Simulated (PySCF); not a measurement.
A structure optimised at r2SCAN-D4/def2-SVP, used in a PySCF frequency run:

```
C
N 1 1.3715
C 2 1.3028 1 111.66
C 1 1.3886 2 114.66 3 -0.23
H 3 1.0941 2 123.90 1 179.06
C 1 1.4919 2 119.41 3 179.87
H 6 1.0976 1 111.21 2 176.22
H 6 1.1012 7 109.46 1 121.68
H 6 1.1019 7 108.95 8 116.60
S 3 1.7318 5 120.70 2 179.58
S 4 1.7576 1 128.05 2 175.71
H 11 1.3565 4 97.83 1 105.37
```

Problem. Write its SMILES and formula.

Solution. Cc1ncsc1S, C₄H₅NS₂

Problem. What are its rotational constants (standard atomic weights)?

Solution. 2.5333, 1.8309, 1.0776 GHz
